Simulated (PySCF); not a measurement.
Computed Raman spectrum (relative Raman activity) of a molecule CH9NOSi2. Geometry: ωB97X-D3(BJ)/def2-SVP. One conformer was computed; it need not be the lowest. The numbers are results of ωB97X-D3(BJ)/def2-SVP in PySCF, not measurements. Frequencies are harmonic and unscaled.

Lines under 2 % of the strongest are left out, and lines within 2 cm⁻¹ are merged.

```json
[
 {"ν (cm⁻¹)": "610", "relative intensity": "2.9"},
 {"ν (cm⁻¹)": "632", "relative intensity": "6.7"},
 {"ν (cm⁻¹)": "732", "relative intensity": "4.2"},
 {"ν (cm⁻¹)": "779", "relative intensity": "4.7"},
 {"ν (cm⁻¹)": "784", "relative intensity": "3.1"},
 {"ν (cm⁻¹)": "847", "relative intensity": "3.6"},
 {"ν (cm⁻¹)": "937", "relative intensity": "5.1"},
 {"ν (cm⁻¹)": "948", "relative intensity": "9.0"},
 {"ν (cm⁻¹)": "960", "relative intensity": "2.9"},
 {"ν (cm⁻¹)": "981", "relative intensity": "13"},
 {"ν (cm⁻¹)": "1022", "relative intensity": "8.8"},
 {"ν (cm⁻¹)": "1486", "relative intensity": "6.7"},
 {"ν (cm⁻¹)": "1489", "relative intensity": "12"},
 {"ν (cm⁻¹)": "2238", "relative intensity": "43"},
 {"ν (cm⁻¹)": "2243", "relative intensity": "28"},
 {"ν (cm⁻¹)": "2250", "relative intensity": "30"},
 {"ν (cm⁻¹)": "2254", "relative intensity": "100"},
 {"ν (cm⁻¹)": "2273", "relative intensity": "57"},
 {"ν (cm⁻¹)": "3019", "relative intensity": "56"},
 {"ν (cm⁻¹)": "3093", "relative intensity": "29"},
 {"ν (cm⁻¹)": "3148", "relative intensity": "44"},
 {"ν (cm⁻¹)": "3637", "relative intensity": "33"}
]
```

Question: Identify the compound among the candidates.
A) NC[SiH2][SiH2]O
B) CO[SiH2]N[SiH3]
C) C[SiH2][Si@@H](N)O
D) C[SiH2]N[SiH2]O

Answer: B, CO[SiH2]N[SiH3]
